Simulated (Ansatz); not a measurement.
## Setting up BSiHCl2O (SMILES O[Si]Cl.[B]Cl) in Ansatz

BSiHCl2O has 6 atoms, charge 0, and is taken as a singlet. As SMILES, `O[Si]Cl.[B]Cl`. The coordinates come from a GFN2-xTB relaxation. This is one conformer, not always the lowest.

```tsv
atom	x (Å)	y (Å)	z (Å)
O	-1.2779	0.1125	-0.6300
Si	-1.2685	-1.4700	-0.7487
Cl	0.7391	-1.9576	-0.2982
H	-0.5472	0.7873	-0.4271
B	0.8324	1.5766	0.4179
Cl	1.5220	0.9513	1.6861
```

Settings wanted:

```yaml
basis_set: aug-pcseg-1
integral_approximation: automatic
task: energy
method: DFT
functional: LC-wPBE
reference: RKS
accuracy: medium
```

**Question.** Give an Ansatz 0.2.0 job that does this.

**Answer.** This one ran through:

input.yaml:
```yaml
crystal:
  periodic: [false, false, false]
  atoms:
    - {symbol: O, position_ang: [-1.277870, 0.112470, -0.630010]}
    - {symbol: Si, position_ang: [-1.268480, -1.469950, -0.748720]}
    - {symbol: Cl, position_ang: [0.739150, -1.957630, -0.298240]}
    - {symbol: H, position_ang: [-0.547170, 0.787250, -0.427070]}
    - {symbol: B, position_ang: [0.832390, 1.576590, 0.417940]}
    - {symbol: Cl, position_ang: [1.521990, 0.951260, 1.686110]}
basis:
  gaussian: {orbitals: aug-pcseg-1.json}
hamiltonian: {xc: {name: LC-wPBE}}
```

```bash
$ ansatz run input.yaml --threads 1 --pin off --max-ram 2610MiB --events-out events.jsonl --progress --plain --runs-dir runs
```

(Basis files named in the input come from the Basis Set Exchange and aren't shown.)

Calculated total energy: -1310.07093 Eh.
